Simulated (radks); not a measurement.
Species: Cl. Configuration: [Ne] 3s(up 1, down 1) 3p5. Calculated with a radial shooting solver on a logarithmic mesh with Libxc functionals: scalar-relativistic Kohn-Sham, PBE, spin-polarised, spherical densities, finite nucleus; open shells are filled with parallel spins first; Fermi nuclear charge, rms radius 3.3654 fm.

Normalised radial functions P(r) = r R(r), r in bohr:

```
   r/bohr * 2s down (the largest magnitude, 1.56, reaches the edge; | marks zero)
 0.005418                             |  *
 0.006158                             |   *
 0.006943                             |   *
 0.007828                             |    *
 0.008897                             |    *
  0.01003                             |     *
  0.01131                             |     *
  0.01275                             |      *
  0.01449                             |       *
  0.01634                             |       *
  0.01843                             |        *
  0.02094                             |         *
  0.02361                             |         *
  0.02662                             |          *
  0.03002                             |           *
  0.03411                             |           *
  0.03846                             |            *
  0.04337                             |            *
  0.04929                             |            *
  0.05557                             |           *
  0.06266                             |           *
  0.07065                             |          *
   0.0803                             |        *
  0.09053                             |      *
   0.1021                             |    *
    0.116                             | *
   0.1308                           * |
   0.1475                        *    |
   0.1663                    *        |
    0.189               *             |
   0.2131           *                 |
   0.2403        *                    |
   0.2731     *                       |
   0.3079   *                         |
   0.3471  *                          |
   0.3914  *                          |
   0.4448    *                        |
   0.5016      *                      |
   0.5655         *                   |
   0.6427             *               |
   0.7247                *            |
   0.8171                   *         |
   0.9212                      *      |
    1.047                         *   |
    1.181                          *  |
    1.331                            *|
    1.513                            *|
    1.706                             *
    1.923                             *
    2.168                             *
    2.464                             *
    2.779                             *
    3.133                             *
    3.561                             *
    4.015                             *
    4.527                             *
    5.104                             *
    5.801                             *
     6.54                             *
```

2s down: eigenvalue -252.59 eV, 1 radial node at r = 0.124 bohr, <r> = 0.444 bohr, 90 % of the charge inside 0.695 bohr.
